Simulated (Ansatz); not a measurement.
Correlation energies of C2H2ClIO (`ClC1(I)CO1`) by basis set

```json
{"atom": "Cl1", "x (Å)": "1.9863", "y (Å)": "0.5516", "z (Å)": "0.5561"}
{"atom": "C2", "x (Å)": "0.5315", "y (Å)": "0.0239", "z (Å)": "-0.2579"}
{"atom": "I3", "x (Å)": "0.5293", "y (Å)": "0.4984", "z (Å)": "-2.3316"}
{"atom": "C4", "x (Å)": "-0.7229", "y (Å)": "-0.0648", "z (Å)": "0.4722"}
{"atom": "O5", "x (Å)": "0.0573", "y (Å)": "-1.2116", "z (Å)": "0.0872"}
{"atom": "H6", "x (Å)": "-0.7219", "y (Å)": "0.1470", "z (Å)": "1.5366"}
{"atom": "H7", "x (Å)": "-1.6595", "y (Å)": "0.0555", "z (Å)": "-0.0626"}
```

Charge 0, multiplicity 1. Correlated methods include outer-core shells of I, which these sets cover unevenly. I: def2 effective core potential. The geometry is a stationary point of PBE0-D4/def2-TZVP. Frozen core, restricted reference, the Gaussian-basis code of Ansatz.

```csv
basis,HF (Eh),MP2 corr.,CCSD corr.,(T),CCSD(T) total
def2-SVP,-907.57448,?,?,?,?
def2-TZVPP,?,-1.24991,-1.23898,-0.04724,?
def2-QZVPP,-907.94812,-1.47980,–,–,–
```

(1) Fill in the withheld values. (Estimate.)

Answers

(1) The calculation gave: def2-SVP MP2 corr.: -0.70978; def2-SVP CCSD corr.: -0.74004; def2-SVP (T): -0.02370; def2-SVP CCSD(T) total: -908.33822; def2-TZVPP HF (Eh): -907.92726; def2-TZVPP CCSD(T) total: -909.21348.
